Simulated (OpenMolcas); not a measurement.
Computed levels of 4d⁵ in ions with 41 electrons, in cm-1 above ⁶S_5/2.

```json
{"Program": "OpenMolcas", "Method": "SS-CASPT2, IPEA 0.25 Eh, imaginary shift 0.1 Eh", "Basis": "ANO-R3", "Scalar Hamiltonian": "X2C, finite nucleus", "Spin-orbit coupling": "state interaction with AMFI integrals over the reference wave functions, term energies averaged over their components"}
```

Active space for each ion: 5 electrons in 5 orbitals (4d); closed shells correlated by CASPT2: 4s 4p.

```json
{"Level": "⁴G_5/2", "Mo+": "16210", "Tc2+": "20030", "Ru3+": "23210", "Pd5+": "28560", "Ag6+": "30740"}
{"Level": "⁴G_7/2", "Mo+": "16300", "Tc2+": "20180", "Ru3+": "23450", "Pd5+": "29100", "Ag6+": "31580"}
{"Level": "⁴G_11/2", "Mo+": "16330", "Tc2+": "20230", "Ru3+": "23530", "Pd5+": "29270", "Ag6+": "31830"}
{"Level": "⁴G_9/2", "Mo+": "16360", "Tc2+": "20270", "Ru3+": "23590", "Pd5+": "29410", "Ag6+": "32030"}
{"Level": "⁴P_3/2", "Mo+": "17920", "Tc2+": "22460", "Ru3+": "26060", "Pd5+": "32020", "Ag6+": "34480"}
{"Level": "⁴P_1/2", "Mo+": "18260", "Tc2+": "22970", "Ru3+": "26770", "Pd5+": "33240", "Ag6+": "36020"}
{"Level": "⁴D_7/2", "Mo+": "19000", "Tc2+": "23920", "Ru3+": "27900", "Pd5+": "34730", "Ag6+": "37750"}
{"Level": "⁴D_1/2", "Mo+": "19360", "Tc2+": "24500", "Ru3+": "28760", "Pd5+": "36340", "Ag6+": "39860"}
{"Level": "⁴D_3/2", "Mo+": "19640", "Tc2+": "24910", "Ru3+": "29320", "Pd5+": "37230", "Ag6+": "40940"}
```

Problem. Estimate ⁴G_5/2, ⁴G_7/2 for Rh4+ from its neighbours Ru3+ and Pd5+.

Solution. ⁴G_5/2 is another term, which grows about linearly with the charge: (23210 + 28560) / 2 = 25885. The calculation gives 26010, so the estimate is off by -0.5 %.
⁴G_7/2 is another term, which grows about linearly with the charge: (23450 + 29100) / 2 = 26275. The calculation gives 26370, so the estimate is off by -0.4 %.

Mixed levels, with the weight of the term that names them: Mo+ ⁴P_3/2 (65 %), Mo+ ⁴D_3/2 (65 %), Tc2+ ⁴P_3/2 (62 %), Tc2+ ⁴P_1/2 (74 %), Tc2+ ⁴D_1/2 (75 %), Tc2+ ⁴D_3/2 (62 %), Ru3+ ⁴P_3/2 (59 %), Ru3+ ⁴P_1/2 (71 %), Ru3+ ⁴D_1/2 (72 %), Ru3+ ⁴D_3/2 (59 %), Rh4+ ⁴P_3/2 (57 %), Rh4+ ⁴P_1/2 (68 %), Rh4+ ⁴D_1/2 (69 %), Rh4+ ⁴D_3/2 (56 %), Pd5+ ⁴P_3/2 (55 %), Pd5+ ⁴P_1/2 (66 %), Pd5+ ⁴D_1/2 (67 %), Pd5+ ⁴D_3/2 (54 %), Ag6+ ⁴P_3/2 (53 %), Ag6+ ⁴P_1/2 (65 %), Ag6+ ⁴D_1/2 (66 %), Ag6+ ⁴D_3/2 (53 %).

CASPT2 does not keep the components of a term degenerate, so their means are used; among the terms shown or strongly mixed into the levels shown the widest spread is 98 cm-1 (4d⁵ ⁴G, Pd5+). Some high roots are left out of the spin-orbit mixing, which shifts the levels that they would mix with (holds for Mo+). Configurations with an s electron lie low at this charge and mix in, so terms can be misplaced (holds for Mo+). Levels of configurations with an s electron are missing; early in the row they begin among the upper levels of the d shell and mix with terms of their name (holds for Tc2+). Levels of configurations outside the active space are missing.
